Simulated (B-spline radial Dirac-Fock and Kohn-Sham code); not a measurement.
Ir¹⁶⁺: eigenvalues, ΔSCF and the reference

System: the Ir¹⁶⁺ ion in the configuration [Kr] 4d10 4f13 5s2.

The density-functional columns are spherical, spin-unpolarised Dirac-Kohn-Sham results without Breit or QED terms: −ε is minus the orbital energy of the initial state and ΔSCF the difference of two total energies. The reference in the last column comes from Dirac-Fock energy differences between relaxed states, corrected for Breit and QED terms. All numbers are from a B-spline atomic structure program, in eV; a selection of levels is shown. For the 1s level of heavy atoms much of the gap between ΔSCF and the reference is the Breit and QED part, -399.0 eV here; for other levels the error of the functional can be larger.

| level | LDA −ε | LDA ΔSCF | Dirac-Fock |
| --- | --- | --- | --- |
| K | 76277.2 | 76873.6 | 76486.1 |
| L1 | 13625.1 | 13742.8 | 13799.9 |
| L2 | 13075.6 | 13224.9 | 13199.2 |
| L3 | 11449.3 | 11577.1 | 11589.5 |
| M1 | 3449.8 | 3490.3 | 3547.1 |
| M2 | 3202.0 | 3245.1 | 3280.4 |
| M3 | 2845.6 | 2885.1 | 2923.4 |
| M4 | 2429.0 | 2475.0 | 2485.2 |
| M5 | 2351.9 | 2396.6 | 2409.5 |
| N1 | 999.9 | 1022.0 | 1054.5 |
| N2 | 894.9 | 916.9 | 940.5 |
| N3 | 809.1 | 830.2 | 854.6 |
| N4 | 635.8 | 656.7 | 668.9 |
| N5 | 619.6 | 640.2 | 652.8 |
| N6,7 | 395.3 | 415.3 | 412.9 |
| O1 | 400.8 | 413.5 | 404.8 |

Values without a named source are computed, but for edge energies of neutral atoms, which are taken from tables.
